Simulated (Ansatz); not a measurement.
Reaction (formal hydrolysis of the In–N bond): `C[N](C)[In]([Cl])[Cl]` + H₂O → `[OH][In]([Cl])[Cl]` + `CNC`

Gas-phase electronic energies from Ansatz, PBE0-D4/def2-TZVP geometries. CCSD(T)/CBS is the MP2 limit (def2-TZVPP, def2-QZVPP) plus CCSD(T) − MP2 in def2-TZVPP, frozen cores. This one scheme is used for every species. Functionals use def2-TZVPP. B3LYP here is the variant with VWN-RPA as its local correlation; programs differ in this. def2 core potentials past Kr. For In outer-core shells are correlated without core-valence functions, which leaves a few kJ/mol of doubt a bond. Each species was taken in one conformer, which may not be the lowest.

**Question.** Is it downhill or uphill in electronic energy at CCSD(T)/CBS, and by how much? (An estimate is asked.)

**Answer.** The calculation gave: Downhill: ΔE = -3.4 kJ/mol.

**Question.** What do these levels give: B97M-V, CAM-B3LYP-D4, ωB97X-V, revPBE, B3LYP, LC-ωPBE, RPA@PBE/def2-TZVPP, MP2/def2-SVP, CCSD/def2-SVP, CCSD/def2-TZVPP, SCS-MP2/def2-QZVPP, MP2/CBS(def2)? (An estimate is asked.)

**Answer.** Ansatz gave: B97M-V -20.9, CAM-B3LYP-D4 -14.6, ωB97X-V -15.0, revPBE -25.9, B3LYP -24.2, LC-ωPBE -18.3, RPA@PBE/def2-TZVPP -7.2, MP2/def2-SVP -9.0, CCSD/def2-SVP -11.0, CCSD/def2-TZVPP -8.3, SCS-MP2/def2-QZVPP -6.2, MP2/CBS(def2) 1.7 kJ/mol.

Largest T1 diagnostic among the species: 0.014.

In def2-TZVPP, CCSD(T) changes the Hartree–Fock value by +22.9 kJ/mol (the triples alone add +2.6 kJ/mol) and MP2 by +28.0 kJ/mol. From BLYP to BHLYP (50 % exact exchange), in def2-TZVPP and without D4, ΔE moves by +5.6 kJ/mol.
